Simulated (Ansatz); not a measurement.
Consider the redistribution: `CCB(N)O` + `NC(S)O[SiH3]` → `CCB(N)N` + `OC(S)O[SiH3]`.

Calculated with Ansatz (gas phase, PBE0-D4/def2-TZVP geometries, no zero-point term in ΔE). CBS: MP2 limit from def2 TZ/QZ plus the TZ coupled-cluster correction, frozen cores. Functionals use def2-TZVPP. B3LYP here is the variant with VWN-RPA as its local correlation; programs differ in this. One conformer a species, not always the lowest.

```tsv
level	ΔE (kJ/mol)	difference from CCSD(T)/CBS
PBE-D4	32.5	-3.5
PBE0-D4	33.6	-2.4
ωB97X-V	33.8	-2.2
B2PLYP	36.1	0.1
B3LYP	34.5	-1.5
MP2/def2-TZVPP	37.9	1.9
CCSD/def2-TZVPP	37.4	1.4
CCSD(T)/def2-TZVPP	37.2	1.2
SCS-MP2/def2-QZVPP	37.2	1.2
MP2/CBS(def2)	36.6	0.6
CCSD(T)/CBS	36.0	0
```

Largest T1 diagnostic among the species: 0.012.
